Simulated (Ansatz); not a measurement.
Cost and result up the ladder for the cluster Cd2SF2 (5 atoms). Charge 0, multiplicity 1. Geometry: PBE0-D4/def2-SVP.

| atom | x (Å) | y (Å) | z (Å) |
| --- | --- | --- | --- |
| Cd1 | 0.5224 | -1.3661 | 0.9569 |
| Cd2 | -0.5265 | 1.5475 | -0.6186 |
| S3 | -0.0185 | 0.8183 | 1.5257 |
| F4 | 0.9807 | -3.1924 | 0.5240 |
| F5 | -0.9581 | 2.1927 | -2.3880 |

Ansatz on 4 threads of Arm Neoverse V1 on a shared host. Times are rough, and most runs start from the orbitals of an earlier one. CAM-B3LYP-D4/def2-TZVP serves as the yardstick here, not as an exact answer. Differences are given only for rows in sets of like size (and for xTB, whose basis is part of the method), since another set adds its own error. Binding counts from free atoms at the same level (Cd singlet, S triplet, F doublet; other spins of the atoms weren't run), without zero-point energy or a counterpoise term.

In the def2 sets Cd takes a core potential; there is no spin–orbit coupling. B3LYP takes the VWN-RPA correlation. Correlated methods freeze 7 core orbitals; core or outer-core shells of Cd are correlated, in sets that lack core-valence functions. The structure comes from a short search, and lower isomers may exist.

Correlated methods converge slowly with the basis.

```csv
level,functions,wall time,binding energy per atom (eV),difference from CAM-B3LYP-D4/def2-TZVP (eV)
LDA (SPW92)/def2-TZVP,179,0.95 s,2.73,0.56
PBE-D4/def2-SVP,108,1.1 s,2.31,–
PBE-D4/def2-TZVP,179,1.6 s,2.28,0.11
revPBE-D4/def2-TZVP,179,1.6 s,2.16,-0.02
PBE0-D4/def2-SVP,108,1.6 s,2.18,–
PBE-D4/def2-TZVPD,206,2.2 s,2.30,0.12
B3LYP-D4/def2-TZVP,179,2.7 s,2.09,-0.09
PBE0-D4/def2-TZVP,179,2.7 s,2.18,0.00
CAM-B3LYP-D4/def2-TZVP,179,2.9 s,2.17,0.00
PBE0-D4/def2-TZVPD,206,3.9 s,2.20,0.02
PBE-QIDH/def2-TZVP,179,4.6 s,2.20,0.03
RPA@PBE/def2-TZVP,179,4.9 s,1.90,-0.27
r2SCANh-D4/def2-TZVP,179,5.5 s,2.21,0.04
r2SCAN-D4/def2-TZVPD,206,6.5 s,2.28,0.11
```
